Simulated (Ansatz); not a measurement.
Cost and result for the atomization energy of CH₆BNSZn (`B[S][Zn][CH2]N`) (11 atoms, 10 bonds).

| atom | x (Å) | y (Å) | z (Å) |
| --- | --- | --- | --- |
| B1 | 0.8914 | 0.4171 | 2.5427 |
| S2 | 1.0893 | 1.9792 | 1.7285 |
| Zn3 | 0.5016 | 0.9889 | -0.1518 |
| C4 | -0.1330 | -0.0443 | -1.7127 |
| N5 | -1.2335 | -0.9805 | -1.4923 |
| H6 | 1.0962 | 0.3359 | 3.7169 |
| H7 | 0.5529 | -0.5749 | 1.9447 |
| H8 | -0.4252 | 0.6595 | -2.4959 |
| H9 | 0.7169 | -0.5961 | -2.1221 |
| H10 | -0.9940 | -1.6774 | -0.7996 |
| H11 | -2.0626 | -0.5074 | -1.1583 |

Charge 0, multiplicity 1. For Zn the d shell is correlated and the shells below it are frozen. Scalar relativity is left out up to krypton. Geometry: relaxed with PBE0-D4/def2-TZVP. It is one conformer, not always the lowest. Program: Ansatz. All runs use 2 threads of an AMD EPYC 7R13 on a shared host and a share of an NVIDIA H100 80 GB. Times are those of one run each, without the atoms' runs, and a repeat can differ threefold. Electronic energies, without spin–orbit coupling; frozen cores. CCSD(T)/CBS adds CCSD(T) − MP2 in def2-TZVPP to the MP2 limit, and its time is that of the two runs behind it. T1 = 0.016. With those shells the extrapolation isn't a true limit. B3LYP takes the VWN-RPA correlation (the form of Gaussian; ORCA's B3LYP/G). HSE06 is the plane-wave form, built on full-range PBE exchange.

CCSD(T)/CBS is a level of theory with its own doubt, some kJ/mol a heavy atom from the limit and from the frozen cores, so smaller differences don't rank the functionals.

```json
{"level": "LDA (SPW92)/def2-TZVPP", "functions": "283", "wall time": "1.8 s"}
{"level": "r2SCAN-D4/def2-TZVPP (with forces)", "functions": "283", "wall time": "2.2 s"}
{"level": "BHLYP-D4/def2-TZVPP", "functions": "283", "wall time": "2.3 s"}
{"level": "BLYP-D4/def2-TZVPP", "functions": "283", "wall time": "2.4 s"}
{"level": "CCSD(T)/def2-SVP", "functions": "121", "wall time": "2.5 s"}
{"level": "B3LYP-D4/def2-TZVPP (with forces)", "functions": "283", "wall time": "2.8 s"}
{"level": "ωB97X-V/def2-TZVPP", "functions": "283", "wall time": "3 s"}
{"level": "B2PLYP/def2-TZVPP", "functions": "283", "wall time": "3.3 s"}
{"level": "B97M-V/def2-TZVPP", "functions": "283", "wall time": "3.4 s"}
{"level": "MP2/def2-QZVPP", "functions": "521", "wall time": "3.8 s"}
{"level": "HSE06-D4/def2-TZVPP", "functions": "283", "wall time": "4.2 s"}
{"level": "CCSD(T)/def2-TZVPP", "functions": "283", "wall time": "4.5 s"}
{"level": "CCSD(T)/CBS(def2)", "functions": "–", "wall time": "8.3 s"}
```

(1) What atomization energy does each give, and how far from CCSD(T)/CBS? (Estimate.)

Answers

(1) Ansatz gave: 
| level | atomization (kJ/mol) | difference from CCSD(T)/CBS | per bond |
| --- | --- | --- | --- |
| LDA (SPW92)/def2-TZVPP | 4103.2 | 551.5 | 55.1 |
| r2SCAN-D4/def2-TZVPP (with forces) | 3594.3 | 42.6 | 4.3 |
| BHLYP-D4/def2-TZVPP | 3461.0 | -90.7 | -9.1 |
| BLYP-D4/def2-TZVPP | 3548.4 | -3.3 | -0.3 |
| CCSD(T)/def2-SVP | 3340.7 | -211.0 | -21.1 |
| B3LYP-D4/def2-TZVPP (with forces) | 3558.4 | 6.7 | 0.7 |
| ωB97X-V/def2-TZVPP | 3586.9 | 35.2 | 3.5 |
| B2PLYP/def2-TZVPP | 3519.3 | -32.4 | -3.2 |
| B97M-V/def2-TZVPP | 3574.6 | 22.9 | 2.3 |
| MP2/def2-QZVPP | 3573.2 | 21.5 | 2.1 |
| HSE06-D4/def2-TZVPP | 3589.0 | 37.3 | 3.7 |
| CCSD(T)/def2-TZVPP | 3451.2 | -100.5 | -10.0 |
| CCSD(T)/CBS(def2) | 3551.7 | 0.0 | 0.0 |

The D4 term adds +34.3 kJ/mol with B3LYP and +18.0 kJ/mol with PBE0; it sums over pairs of atoms, weighted by their polarisabilities, and B3LYP, whose exchange is more repulsive, gets the larger term. At CCSD(T), def2-SVP lies −211.0 kJ/mol from the extrapolated value and def2-TZVPP −100.5 kJ/mol: correlation converges slowly with the basis, and small sets miss more of it in the bonded molecule than in its fragments. From PBE to PBE0 (25 % exact exchange), in def2-TZVPP and without D4, the atomization energy moves by −57.4 kJ/mol: exact exchange takes away binding that semilocal exchange gives to molecules.
